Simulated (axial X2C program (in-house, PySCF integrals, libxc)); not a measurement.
## Low determinants of HfO⁺ at the PBE0 level, two-component

All values were computed with an in-house all-electron X2C program for linear molecules (integrals from PySCF). Two-component (2c) means X2C with spin–orbit coupling and atomic mean-field two-electron Coulomb and Gaunt terms. Basis: Hf dyall-cv3z [13s14p9d7f4g], O dyall-av3z [7s6p3d2f] (cores contracted in-house); Gaussian nuclei, density fitting, unrestricted open shells. Masses: Hf 179.947 u, O 15.995 u.

Search at 1.685 Å (vertical energies from the lowest determinant):

```json
{"ΔE (eV)": "0.00", "state": "Ω = 1/2", "electrons beyond evenly filled partner blocks": "ω = 1/2", "electrons in ±ω = 1/2, 3/2, 5/2, 7/2": "47 22 8 2"}
{"ΔE (eV)": "0.88", "state": "Ω = 3/2", "electrons beyond evenly filled partner blocks": "ω = 3/2", "electrons in ±ω = 1/2, 3/2, 5/2, 7/2": "46 23 8 2"}
{"ΔE (eV)": "1.24", "state": "Ω = 5/2", "electrons beyond evenly filled partner blocks": "ω = 5/2", "electrons in ±ω = 1/2, 3/2, 5/2, 7/2": "46 22 9 2"}
{"ΔE (eV)": "3.93", "state": "Ω = 1/2", "electrons beyond evenly filled partner blocks": "2 × ω = -1/2, ω = 3/2", "electrons in ±ω = 1/2, 3/2, 5/2, 7/2": "46 23 8 2"}
{"ΔE (eV)": "4.18", "state": "Ω = 5/2", "electrons beyond evenly filled partner blocks": "ω = -1/2, 2 × ω = 3/2", "electrons in ±ω = 1/2, 3/2, 5/2, 7/2": "47 22 8 2"}
{"ΔE (eV)": "4.21", "state": "Ω = 3/2", "electrons beyond evenly filled partner blocks": "ω = 3/2", "electrons in ±ω = 1/2, 3/2, 5/2, 7/2": "48 21 8 2"}
{"ΔE (eV)": "4.30", "state": "Ω = 7/2", "electrons beyond evenly filled partner blocks": "2 × ω = 1/2, ω = 5/2", "electrons in ±ω = 1/2, 3/2, 5/2, 7/2": "46 22 9 2"}
```

Lowest determinant, Ω = 1/2 (⟨Sz⟩ = 0.50, ⟨Lz⟩ = 0.00 at PBE0): Re = 1.682 Å, ωe = 1064.7 cm⁻¹.

The determinant in row 2 of the search, Ω = 3/2 (⟨Sz⟩ = -0.50, ⟨Lz⟩ = 2.00 at PBE0), was followed along the bond at PBE0; measured from the minimum of the lowest determinant it gives:

Te = 0.877 eV (7075 cm⁻¹), Re = 1.695 Å, ωe = 1018.4 cm⁻¹.

Task: Compare the bond of the determinant in row 2 with that of the lowest one.

Result: At PBE0 its Re is 0.013 Å longer and its force constant, which goes as ωe², is 0.91 times that of the lowest determinant. T0 ≈ Te + Δωe/2 = 7075 + (-23) = 7052 cm⁻¹.

The search compares states at one distance, so a state with another bond length can lie lower; it is not exhaustive and yields mostly the lowest determinant of each block pattern, so other components and higher states of one pattern are missing. These are energies of single determinants, not of spin-adapted states; PBE0 term energies can be off by some tenths of an eV, and the functional has no current term.
